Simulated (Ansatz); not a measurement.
Two isomers of C3H5BO: A = `OCB1C=C1`, B = `O=C1CBC1`.

Program: Ansatz. Geometries: PBE0-D4/def2-TZVP. ΔE: electronic, gas phase. CCSD(T)/CBS is the MP2 limit (def2-TZVPP, def2-QZVPP) plus CCSD(T) − MP2 in def2-TZVPP, frozen cores. Functionals use def2-TZVPP. B3LYP here is the variant with VWN-RPA as its local correlation; programs differ in this. One conformer a species, not always the lowest.

Which is lower in electronic energy at CCSD(T)/CBS, and by how much? (An estimate is asked.)

Computed: B, by 11.8 kcal/mol.

Give E(B) − E(A) in kcal/mol with PBE0-D4, B3LYP-D4, r2SCAN-D4, CCSD/def2-TZVPP, BLYP-D4, ωB97M-V, CCSD(T)/def2-SVP. (An estimate is asked.)

Computed: PBE0-D4 -13.4, B3LYP-D4 -12.1, r2SCAN-D4 -13.8, CCSD/def2-TZVPP -12.1, BLYP-D4 -13.1, ωB97M-V -12.0, CCSD(T)/def2-SVP -15.5. None reverses the order clearly.

Does the order hold for the free energy at 298.15 K (harmonic terms from PBE0-D4)? (Best estimate.)

The calculation gave: Yes: G(B) − G(A) = -12.4 kcal/mol, for one conformer each.

Largest T1 diagnostic: 0.014.

From BLYP to BHLYP (50 % exact exchange), in def2-TZVPP and without D4, E(B) − E(A) moves by +1.1 kcal/mol. In def2-TZVPP, CCSD(T) changes the Hartree–Fock value by −1.9 kcal/mol (the triples alone add −0.5 kcal/mol) and MP2 by −1.5 kcal/mol.
